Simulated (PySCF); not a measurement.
## Dipole response of Tc²⁺ (technetium, charge +2)

[Kr] 4d4 5s1, high-spin 6D determinant (an excited configuration). All numbers are calculated (PySCF 2.14, the non-relativistic Hamiltonian (point nucleus), in dyall-av2z). Coupled (time-dependent) response in atomic units; α is the mean over directions. A double-zeta set is small for polarisabilities.

| method | mean α (bohr³) | α xx, yy, zz | C₆ (like pair) | S(−4) |
| --- | --- | --- | --- | --- |
| BP86 | 25.93 | 26.27, 26.27, 25.26 | 154.4 | 453.7 |

S(−4) is the Cauchy moment in α(ω) = α(0) + S(−4) ω² + …

Spin-orbit coupling is absent.

α(iu) at BP86:

```csv
u (hartree),α(iu) (bohr³)
0,25.93
0.0500,24.86
0.100,22.22
0.200,16.24
0.300,12.02
0.500,7.671
0.750,5.261
1.00,3.968
1.50,2.554
2.00,1.788
3.00,1.007
5.00,0.4407
```

A single London oscillator, α(iu) = α/(1 + u²/ω²), gives C₆ = (3/4) ω α². Matching the computed C₆ needs ω = 4 × 154.4 / (3 × 25.93²) = 0.306 hartree.

For an ion, C₆ is the dispersion term alone; charge-induced terms of lower order in 1/R come first.

The components differ because the open shell of this determinant is not spherical; for a pure term their mean is the scalar polarisability.

A non-relativistic calculation at this Z misses sizeable relativistic shifts.
